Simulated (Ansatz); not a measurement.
`[CH3][Al]([Cl])[BH]S` and `[CH3][Al]([Cl])[Br]` differ in one atom or group.

Ansatz, PBE0-D4/def2-TZVP geometries, multiplicity 1. Each molecule was computed in one conformer, which needn't be the lowest.

Scalar relativity is left out up to krypton. Spin–orbit coupling is left out; it splits and shifts lone-pair levels of the heavy atoms by tenths of an eV.

| property | `[CH3][Al]([Cl])[BH]S` |
| --- | --- |
| LUMO energy (PBE/def2-TZVPP) / eV | -3.26 |
| HOMO–LUMO gap (ωB97M-V/def2-TZVPP) / eV | 8.92 |
| size of the dipole moment (B3LYP/def2-TZVPP) / D | 2.24 |
| LUMO energy (B3LYP/def2-TZVPP) / eV | -2.60 |
| LUMO energy (PBE0/def2-TZVPP) / eV | -2.45 |
| HOMO–LUMO gap (PBE0/def2-TZVPP) / eV | 4.96 |

Task: What does the change do to each property? (Estimate.)

Result: The calculation gave: 
```tsv
property	`[CH3][Al]([Cl])[Br]`	shift
LUMO energy (PBE/def2-TZVPP) / eV	-1.78	1.48
HOMO–LUMO gap (ωB97M-V/def2-TZVPP) / eV	11.39	2.47
size of the dipole moment (B3LYP/def2-TZVPP) / D	1.96	-0.28
LUMO energy (B3LYP/def2-TZVPP) / eV	-1.21	1.39
LUMO energy (PBE0/def2-TZVPP) / eV	-1.01	1.44
HOMO–LUMO gap (PBE0/def2-TZVPP) / eV	7.52	2.56
```

With PBE0 the HOMO falls by 1.12 eV and the LUMO rises by 1.44 eV, so the gap widens by about 2.56 eV. PBE moves the HOMO by -1.02 eV and ωB97M-V by -1.23 eV. Dipoles are sizes alone; their direction can turn.

B3LYP here is the variant with VWN-RPA as its local correlation; programs differ in this.
